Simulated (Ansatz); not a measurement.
Reaction (formal hydrolysis of the Sn–N bond): `[NH2][Sn][NH2]` + H₂O → `[NH2][Sn][OH]` + NH₃

Gas-phase electronic energies from Ansatz, PBE0-D4/def2-TZVP geometries. CBS: MP2 limit from def2 TZ/QZ plus the TZ coupled-cluster correction, frozen cores. This one scheme is used for every species. DFT in def2-TZVPP. B3LYP here is the variant with VWN-RPA as its local correlation; programs differ in this. HSE06 is defined as in plane-wave codes. def2 core potentials past Kr. For Sn outer-core shells are correlated without core-valence functions, which leaves a few kJ/mol of doubt a bond. Each species was taken in one conformer, which may not be the lowest.

| level | ΔE (kJ/mol) | difference from CCSD(T)/CBS |
| --- | --- | --- |
| LDA (SPW92) | -28.4 | 2.0 |
| PBE-D4 | -34.0 | -3.6 |
| BLYP-D4 | -37.3 | -6.9 |
| r2SCAN-D4 | -34.5 | -4.1 |
| B97M-V | -40.3 | -9.9 |
| PBE0-D4 | -30.1 | 0.3 |
| B3LYP-D4 | -34.2 | -3.8 |
| r2SCANh-D4 | -32.9 | -2.5 |
| r2SCAN0-D4 | -30.8 | -0.4 |
| HSE06-D4 | -30.0 | 0.4 |
| BHLYP-D4 | -31.6 | -1.2 |
| CAM-B3LYP-D4 | -34.1 | -3.7 |
| ωB97X-V | -33.9 | -3.5 |
| ωB97M-V | -32.6 | -2.2 |
| B2PLYP | -35.0 | -4.6 |
| PBE-QIDH | -29.0 | 1.4 |
| PBE | -35.7 | -5.3 |
| revPBE | -37.5 | -7.1 |
| BLYP | -40.8 | -10.4 |
| PBE0 | -31.5 | -1.1 |
| B3LYP | -36.9 | -6.5 |
| r2SCANh | -33.4 | -3.0 |
| r2SCAN0 | -31.2 | -0.8 |
| HSE06 | -31.4 | -1.0 |
| BHLYP | -34.0 | -3.6 |
| CAM-B3LYP | -35.6 | -5.2 |
| LC-ωPBE | -31.8 | -1.4 |
| RPA@PBE/def2-TZVPP | -31.5 | -1.1 |
| HF/def2-SVP | -30.7 | -0.3 |
| CCSD/def2-SVP | -31.3 | -0.9 |
| CCSD(T)/def2-SVP | -31.3 | -0.9 |
| HF/def2-TZVPP | -32.5 | -2.1 |
| MP2/def2-TZVPP | -29.1 | 1.3 |
| SCS-MP2/def2-TZVPP | -31.6 | -1.2 |
| CCSD/def2-TZVPP | -29.6 | 0.8 |
| CCSD(T)/def2-TZVPP | -29.8 | 0.6 |
| HF/def2-QZVPP | -32.9 | -2.5 |
| MP2/def2-QZVPP | -29.6 | 0.8 |
| SCS-MP2/def2-QZVPP | -31.8 | -1.4 |
| CCSD/CBS(def2) | -30.2 | 0.2 |
| CCSD(T)/CBS | -30.4 | 0 |

Largest T1 diagnostic among the species: 0.017.

Leaving LDA and LC-ωPBE aside and taking each functional with its dispersion term where it has one, the values spread over 11.3 kJ/mol, from B97M-V to PBE-QIDH. LDA lies +7.2 kJ/mol from PBE without D4. From PBE to PBE0 (25 % exact exchange), in def2-TZVPP and without D4, ΔE moves by +4.2 kJ/mol.
